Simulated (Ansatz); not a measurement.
Gas-phase electronic energies from Ansatz, PBE0-D4/def2-TZVP geometries. CCSD(T)/CBS is the MP2 limit (def2-TZVPP, def2-QZVPP) plus CCSD(T) − MP2 in def2-TZVPP, frozen cores. This one scheme is used for every species. Each species was taken in one conformer, which may not be the lowest.

Consider the ligand exchange at the Si–S bond: `N[SiH](F)S` + `N[SiH](S)Cl` → `N[Si@H](F)S[Si@@H](N)Cl` + H₂S.

```tsv
species	SCS-MP2/def2-QZVPP energy (Eh)
`N[SiH](F)S`	-843.77397
`N[SiH](S)Cl`	-1203.73101
`N[Si@H](F)S[Si@@H](N)Cl`	-1648.57258
H₂S	-398.93269
```

Task: Work out ΔE.

Result: ΔE = (-1648.57258) + (-398.93269) − (-843.77397) − (-1203.73101) = -0.00029 Eh = -0.2 kcal/mol. CCSD(T)/CBS gives -0.4 kcal/mol.

Largest T1 diagnostic among the species: 0.011.

In def2-TZVPP, CCSD(T) changes the Hartree–Fock value by −1.8 kcal/mol (the triples alone add −0.4 kcal/mol) and MP2 by −2.1 kcal/mol. The D4 term adds −3.0 kcal/mol with B3LYP and −1.8 kcal/mol with PBE0; it sums over pairs of atoms, weighted by their polarisabilities, and B3LYP, whose exchange is more repulsive, gets the larger term.

B3LYP here is the variant with VWN-RPA as its local correlation; programs differ in this.
